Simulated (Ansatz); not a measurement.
Consider the ligand exchange at the Si–C bond: `NC(S)[SiH2]Cl` + `SS` → `SS[SiH2]Cl` + `NCS`.

Computed with Ansatz on PBE0-D4/def2-TZVP structures; ΔE is electronic, products minus reactants. CCSD(T)/CBS adds triple-zeta CCSD(T) − MP2 to the extrapolated MP2 energy (def2 sets, frozen cores). This one scheme is used for every species. DFT in def2-TZVPP. B3LYP here is the variant with VWN-RPA as its local correlation; programs differ in this. One conformer a species, not always the lowest.

CCSD(T)/CBS gives -15.6 kcal/mol.

(1) Another level gave -15.8 kcal/mol. Which?
A. B3LYP/def2-TZVPP
B. CCSD(T)/def2-TZVPP
C. HF/def2-TZVPP
D. LDA (SPW92)/def2-TZVPP

(2) What do rigid-rotor, harmonic-oscillator terms from PBE0-D4/def2-TZVP frequencies (298.15 K, 1 bar) make of the CCSD(T)/CBS value? (An estimate is asked.)

Largest T1 diagnostic among the species: 0.011.

## Answers

(1) A. B3LYP -15.8, CCSD(T)/def2-TZVPP -14.8, HF/def2-TZVPP -16.9, LDA (SPW92) -13.8 kcal/mol.

(2) Computed: ΔZPE = +1.9 kcal/mol, ΔH = -13.7 kcal/mol, ΔS = 10 J/(mol·K), ΔG = -14.4 kcal/mol. Modes under 50 cm⁻¹ make the entropy rough.

Leaving LDA and LC-ωPBE aside and taking each functional with its dispersion term where it has one, the values, not all of them listed here, spread over 1.1 kcal/mol, from BHLYP-D4 to CAM-B3LYP-D4. LDA lies +1.7 kcal/mol from PBE without D4. In def2-TZVPP, CCSD(T) changes the Hartree–Fock value by +2.1 kcal/mol (the triples alone add +0.1 kcal/mol) and MP2 by +1.3 kcal/mol.
